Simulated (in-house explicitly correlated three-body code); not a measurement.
Computed with an exponentially correlated three-body code. Model: two electrons around a point charge, non-relativistic, variational in 260 exponentially correlated functions (energies converged to about 1e-7 hartree, or 1e-8 relative for large Z).

For two electrons in a singlet the Kohn-Sham orbital is the square root of half the density, so the exact Kohn-Sham potential and energy parts follow from the density alone, and exchange is minus half the Hartree energy. The Kohn-Sham level equals minus the binding energy of the second electron.

Command:
```bash
python run_hyl.py task.json out
```
Settings (lengths in bohr, energies in hartree):
```
Z                      1.19
interaction_strength   1
functions              260
states_tried           13
```

Cost of the run: 66 s on 1 thread of Arm Neoverse N1 (shared host).

**Those bound S and P states to n = 4 that converged, binding against the one-electron ion.**

Given: nuclear charge 1.19.

Computed: one-electron threshold -0.70805 hartree.

```
term  energy (hartree)  binding (eV)  quantum defect
1 1S      -0.824620859        3.1721          0.6065
2 3S      -0.718195573       0.27608         0.66617
2 1S                 ?             ?               ?
2 3P      -0.712640074        0.1249        0.016972
2 1P      -0.712581985       0.12332        0.004304
3 3S      -0.711348215      0.089749         0.66063
4 3S      -0.709667307      0.044009         0.65926
4 1S      -0.709487706      0.039122         0.45674
```

(1) What belongs in the row 2 1S?

**Exact Kohn-Sham parts of the ground state from its density.**

Computed: total energy -0.824620859 hartree; Hartree energy 1.0219 hartree; exchange energy -0.51095 hartree; DFT correlation energy -0.040471 hartree; kinetic part of the DFT correlation energy 0.03066 hartree; exact minus restricted Hartree-Fock -0.039847 hartree; Kohn-Sham level -3.1721 eV; restricted Hartree-Fock level -3.6489 eV.

(2) What is the Kohn-Sham kinetic?

(3) What is the potential part of the DFT correlation energy?

**Functionals on the exact density and self-consistent, errors are functional minus exact, hybrids only self-consistent, a dash where a self-consistent run leaves the top level unbound.**

```json
{"result": "revTPSS", "exchange error (millihartree)": "-6.8553", "correlation error (millihartree)": "0.50149", "functional driven error (millihartree)": "-6.3538", "self consistent total error (millihartree)": "-", "top level plus exact binding (eV)": "-"}
{"result": "PW91", "exchange error (millihartree)": "?", "correlation error (millihartree)": "?", "functional driven error (millihartree)": "?", "self consistent total error (millihartree)": "-", "top level plus exact binding (eV)": "-"}
{"result": "PBEsol", "exchange error (millihartree)": "21.57", "correlation error (millihartree)": "-2.8463", "functional driven error (millihartree)": "18.724", "self consistent total error (millihartree)": "-", "top level plus exact binding (eV)": "-"}
{"result": "HSE06", "exchange error (millihartree)": "-", "correlation error (millihartree)": "-", "functional driven error (millihartree)": "-", "self consistent total error (millihartree)": "2.7781", "top level plus exact binding (eV)": "2.877"}
{"result": "BP86", "exchange error (millihartree)": "-8.3872", "correlation error (millihartree)": "-0.85708", "functional driven error (millihartree)": "-9.2443", "self consistent total error (millihartree)": "-", "top level plus exact binding (eV)": "-"}
{"result": "M06-L", "exchange error (millihartree)": "-8.2131", "correlation error (millihartree)": "7.7242", "functional driven error (millihartree)": "-0.48886", "self consistent total error (millihartree)": "-", "top level plus exact binding (eV)": "-"}
{"result": "SCAN", "exchange error (millihartree)": "?", "correlation error (millihartree)": "?", "functional driven error (millihartree)": "?", "self consistent total error (millihartree)": "-", "top level plus exact binding (eV)": "-"}
{"result": "TPSS", "exchange error (millihartree)": "-7.7346", "correlation error (millihartree)": "4.1124", "functional driven error (millihartree)": "-3.6222", "self consistent total error (millihartree)": "-", "top level plus exact binding (eV)": "-"}
{"result": "B3LYP VWN-RPA", "exchange error (millihartree)": "-", "correlation error (millihartree)": "-", "functional driven error (millihartree)": "-", "self consistent total error (millihartree)": "-10.911", "top level plus exact binding (eV)": "2.5834"}
{"result": "OLYP", "exchange error (millihartree)": "-7.7443", "correlation error (millihartree)": "5.7034", "functional driven error (millihartree)": "-2.0409", "self consistent total error (millihartree)": "-", "top level plus exact binding (eV)": "-"}
```

(4) What belongs in the row PW91?

(5) What belongs in the row SCAN?

**Density and exact potentials over r, pair density (one pair, times 4 pi r12^2) and exact minus Kohn-Sham pair density over r12.**

```json
{"radius (bohr)": "0.186", "radial density (electrons/bohr)": "0.17084", "exchange potential (hartree)": "-0.85998", "intracule density (1/bohr)": "0.0042917", "Coulomb hole against Kohn-Sham (1/bohr)": "-0.007246", "correlation potential (hartree)": "-0.06"}
{"radius (bohr)": "0.221", "radial density (electrons/bohr)": "0.22241", "exchange potential (hartree)": "-0.85362", "intracule density (1/bohr)": "0.0061834", "Coulomb hole against Kohn-Sham (1/bohr)": "-0.009943", "correlation potential (hartree)": "-0.056"}
{"radius (bohr)": "0.262", "radial density (electrons/bohr)": "0.28443", "exchange potential (hartree)": "-0.84533", "intracule density (1/bohr)": "0.0088754", "Coulomb hole against Kohn-Sham (1/bohr)": "-0.01348", "correlation potential (hartree)": "-0.051"}
{"radius (bohr)": "0.311", "radial density (electrons/bohr)": "0.35831", "exchange potential (hartree)": "-0.83443", "intracule density (1/bohr)": "0.012776", "Coulomb hole against Kohn-Sham (1/bohr)": "-0.01814", "correlation potential (hartree)": "-0.044"}
{"radius (bohr)": "0.369", "radial density (electrons/bohr)": "0.4423", "exchange potential (hartree)": "-0.82043", "intracule density (1/bohr)": "0.018356", "Coulomb hole against Kohn-Sham (1/bohr)": "-0.02406", "correlation potential (hartree)": "-0.037"}
{"radius (bohr)": "0.438", "radial density (electrons/bohr)": "?", "exchange potential (hartree)": "?", "intracule density (1/bohr)": "?", "Coulomb hole against Kohn-Sham (1/bohr)": "?", "correlation potential (hartree)": "?"}
{"radius (bohr)": "0.52", "radial density (electrons/bohr)": "0.62766", "exchange potential (hartree)": "-0.78033", "intracule density (1/bohr)": "0.037578", "Coulomb hole against Kohn-Sham (1/bohr)": "-0.03998", "correlation potential (hartree)": "-0.017"}
{"radius (bohr)": "0.617", "radial density (electrons/bohr)": "0.71552", "exchange potential (hartree)": "-0.75317", "intracule density (1/bohr)": "0.053139", "Coulomb hole against Kohn-Sham (1/bohr)": "-0.04939", "correlation potential (hartree)": "-0.005"}
{"radius (bohr)": "0.733", "radial density (electrons/bohr)": "0.78855", "exchange potential (hartree)": "-0.7204", "intracule density (1/bohr)": "0.074401", "Coulomb hole against Kohn-Sham (1/bohr)": "-0.05867", "correlation potential (hartree)": "0.008"}
{"radius (bohr)": "0.87", "radial density (electrons/bohr)": "0.83543", "exchange potential (hartree)": "-0.68231", "intracule density (1/bohr)": "0.10216", "Coulomb hole against Kohn-Sham (1/bohr)": "-0.06596", "correlation potential (hartree)": "0.02"}
{"radius (bohr)": "1.03", "radial density (electrons/bohr)": "0.84783", "exchange potential (hartree)": "-0.63966", "intracule density (1/bohr)": "0.13636", "Coulomb hole against Kohn-Sham (1/bohr)": "-0.06889", "correlation potential (hartree)": "0.031"}
{"radius (bohr)": "1.22", "radial density (electrons/bohr)": "0.82173", "exchange potential (hartree)": "-0.59241", "intracule density (1/bohr)": "0.17656", "Coulomb hole against Kohn-Sham (1/bohr)": "-0.06499", "correlation potential (hartree)": "0.038"}
{"radius (bohr)": "1.45", "radial density (electrons/bohr)": "0.75608", "exchange potential (hartree)": "-0.5407", "intracule density (1/bohr)": "0.22044", "Coulomb hole against Kohn-Sham (1/bohr)": "-0.05201", "correlation potential (hartree)": "0.042"}
{"radius (bohr)": "1.72", "radial density (electrons/bohr)": "0.65932", "exchange potential (hartree)": "-0.4875", "intracule density (1/bohr)": "0.26046", "Coulomb hole against Kohn-Sham (1/bohr)": "-0.03048", "correlation potential (hartree)": "0.041"}
{"radius (bohr)": "2.05", "radial density (electrons/bohr)": "0.53914", "exchange potential (hartree)": "-0.43237", "intracule density (1/bohr)": "0.28884", "Coulomb hole against Kohn-Sham (1/bohr)": "-0.003146", "correlation potential (hartree)": "0.036"}
{"radius (bohr)": "2.43", "radial density (electrons/bohr)": "0.41649", "exchange potential (hartree)": "-0.38017", "intracule density (1/bohr)": "0.29444", "Coulomb hole against Kohn-Sham (1/bohr)": "0.0214", "correlation potential (hartree)": "0.027"}
{"radius (bohr)": "2.88", "radial density (electrons/bohr)": "0.30046", "exchange potential (hartree)": "-0.33066", "intracule density (1/bohr)": "0.27255", "Coulomb hole against Kohn-Sham (1/bohr)": "0.03654", "correlation potential (hartree)": "0.018"}
{"radius (bohr)": "3.42", "radial density (electrons/bohr)": "0.19942", "exchange potential (hartree)": "-0.2844", "intracule density (1/bohr)": "0.22422", "Coulomb hole against Kohn-Sham (1/bohr)": "0.0382", "correlation potential (hartree)": "0.01"}
{"radius (bohr)": "4.06", "radial density (electrons/bohr)": "0.1206", "exchange potential (hartree)": "-0.2428", "intracule density (1/bohr)": "0.16068", "Coulomb hole against Kohn-Sham (1/bohr)": "0.02849", "correlation potential (hartree)": "0.005"}
{"radius (bohr)": "4.82", "radial density (electrons/bohr)": "0.065199", "exchange potential (hartree)": "-0.2061", "intracule density (1/bohr)": "0.09806", "Coulomb hole against Kohn-Sham (1/bohr)": "0.01474", "correlation potential (hartree)": "0.002"}
{"radius (bohr)": "5.72", "radial density (electrons/bohr)": "0.030879", "exchange potential (hartree)": "-0.17436", "intracule density (1/bohr)": "0.049904", "Coulomb hole against Kohn-Sham (1/bohr)": "0.004177", "correlation potential (hartree)": "0"}
{"radius (bohr)": "6.79", "radial density (electrons/bohr)": "?", "exchange potential (hartree)": "?", "intracule density (1/bohr)": "?", "Coulomb hole against Kohn-Sham (1/bohr)": "?", "correlation potential (hartree)": "?"}
{"radius (bohr)": "8.05", "radial density (electrons/bohr)": "0.0041754", "exchange potential (hartree)": "-0.12419", "intracule density (1/bohr)": "0.0068823", "Coulomb hole against Kohn-Sham (1/bohr)": "-0.001327", "correlation potential (hartree)": "0"}
```

(6) What belongs in the row 0.438?

(7) What belongs in the row 6.79?

## Answers

(1) energy (hartree): -0.715725216; binding (eV): 0.20885; quantum defect: 0.46647.

(2) 0.79396 hartree.

(3) -0.071131 hartree.

(4) exchange error (millihartree): -4.5665; correlation error (millihartree): 3.5655; functional driven error (millihartree): -1.001.

(5) exchange error (millihartree): -7.7329; correlation error (millihartree): 7.6815; functional driven error (millihartree): -0.051453.

(6) radial density (electrons/bohr): 0.53388; exchange potential (hartree): -0.8026; intracule density (1/bohr): 0.026325; Coulomb hole against Kohn-Sham (1/bohr): -0.03137; correlation potential (hartree): -0.027.

(7) radial density (electrons/bohr): 0.012441; exchange potential (hartree): -0.14714; intracule density (1/bohr): 0.020662; Coulomb hole against Kohn-Sham (1/bohr): -0.0006072; correlation potential (hartree): 0.

The correlation energy of density-functional theory lies 0.62 millihartree below exact minus Hartree-Fock, because the Hartree-Fock density, unlike the exact one, minimises the Hartree-Fock energy.
